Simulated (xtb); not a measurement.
H8N2Si2, SMILES N[SiH2][SiH2]N. All values are semi-empirical tight-binding results from xtb (GFN2-xTB unless named), good for trends rather than for accurate numbers. Coordinates come from a GFN2-xTB optimisation. Other conformers were not sampled.

A frequency run showed that this geometry is not a minimum.

```yaml
orbital_gap: 4.29 eV
dipole_moment: 2.31 D
static polarisability (D4 model): 78.7 bohr³
solvation energy, GFN2-xTB/ALPB(water): -4.5 kcal/mol
solvation energy, GFN2-xTB/ALPB(ch2cl2): -3.6 kcal/mol
```
